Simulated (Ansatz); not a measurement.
Mulliken charges of AlClH3OPSe, SMILES `[Cl][AlH][O]P[SeH]` from B3LYP/def2-TZVPP in Ansatz (PBE0-D4/def2-TZVP geometry).

```
atom   x (Å)   y (Å)   z (Å)  charge (e)
 Cl1  -2.417   1.771   0.015      -0.284
 Al2  -0.447   1.085   0.289       0.547
  O3   0.394   0.708  -1.219      -0.406
  P4   0.469  -0.854  -1.513       0.289
 Se5  -0.625  -1.553   0.478      -0.093
  H6   0.414   1.596   1.500      -0.155
  H7   1.737  -1.209  -0.942       0.016
  H8   0.568  -1.602   1.337       0.084
```

**Question.** By hand: the dipole of these point charges (1 e Å = 4.8032 D).

**Answer.** Σ q r = (0.487, -0.701, 0.032) e Å, of length 0.854 e Å = 4.10 D.

**Question.** How does the dipole of the full density compare? (Estimate.)

**Answer.** Ansatz gave: (0.431, -0.596, 0.109) e Å, 3.57 D; the point charges give 1.15 times that, at 6° from its direction.

Point charges leave out the atoms' own dipoles, such as those of lone pairs, and Mulliken's split depends on the basis, so the close match here is no proof of good charges.

B3LYP here is the variant with VWN-RPA as its local correlation; programs differ in this.
